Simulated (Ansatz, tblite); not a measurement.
Cost and result up the ladder for Ag₂Cl₂⁻ (4 atoms). The state is a doublet with charge -1. Geometry: r2SCAN-D4/def2-SVPD.

```xyz
4

Ag    0.2350    0.3455    0.5013
Ag   -0.5549   -1.2961   -1.7036
Cl   -1.9725    0.5765   -0.4460
Cl    2.2924    0.3741    1.6483
```

Ansatz on 4 threads of Arm Neoverse V1 on a shared host; xTB runs through tblite on one thread. Times are rough, summed over both states, and most runs start from the orbitals of an earlier one. RPA@PBE/def2-TZVPD serves as the yardstick here, not as an exact answer. Differences are given only for rows in sets of like size (and for xTB, whose basis is part of the method), since another set adds its own error. The other state is a quartet at its own geometry.

In the def2 sets Ag takes a core potential; there is no spin–orbit coupling. The xTB rows come from tblite. Correlated methods freeze 10 core orbitals; core or outer-core shells of Ag are correlated, in sets that lack core-valence functions. The rows differ in basis, and correlated rows in double-zeta sets carry the largest basis error. In CCSD on the charge -1 quartet the largest single amplitude is 0.18, so its Hartree–Fock determinant may place the open shell otherwise than the density functionals do. The structure comes from a short search, and lower isomers may exist.

Run but left out: HF/STO-3G (doublet: ⟨S²⟩ 1.50, where a pure state has 0.75).

Second-order perturbation terms are unreliable where d shells bring near-degenerate states, and here MP2/def2-TZVPD lies more than 0.4 eV from the median of the functionals without such a term.

Correlated methods converge slowly with the basis, most of all in double-zeta sets.

xTB has no spin-polarisation term.

```
                           level  functions  wall time  quartet − doublet (eV)  difference from RPA@PBE/def2-TZVPD (eV)                    remarks
                        GFN1-xTB         36     0.01 s                    3.98                                     0.44                          –
                        GFN2-xTB         36    0.024 s                    3.32                                    -0.22                          –
          LDA (SPW92)/def2-TZVPD        172      3.7 s                    3.50                                    -0.04  HOMO above zero (quartet)
               PBE-D4/def2-TZVPD        172      7.2 s                    3.36                                    -0.18  HOMO above zero (quartet)
              BLYP-D4/def2-TZVPD        172      8.6 s                    3.31                                    -0.23  HOMO above zero (quartet)
                  MP2/def2-TZVPD        172      9.4 s                    4.45                                     0.91                          –
PBE0-D4/def2-TZVPD (with forces)        172       13 s                    3.70                                     0.17                          –
                   HF/def2-TZVPD        172       13 s                    3.98                                     0.44                          –
              RPA@PBE/def2-TZVPD        172       15 s                    3.54                                     0.00                          –
             BHLYP-D4/def2-TZVPD        172       17 s                    3.99                                     0.46                          –
            r2SCAN-D4/def2-TZVPD        172       20 s                    3.41                                    -0.12  HOMO above zero (quartet)
           r2SCANh-D4/def2-TZVPD        172       23 s                    3.54                                     0.00  HOMO above zero (quartet)
               CCSD(T)/def2-SVPD        122    4.9 min                    3.99                                        –                          –
```
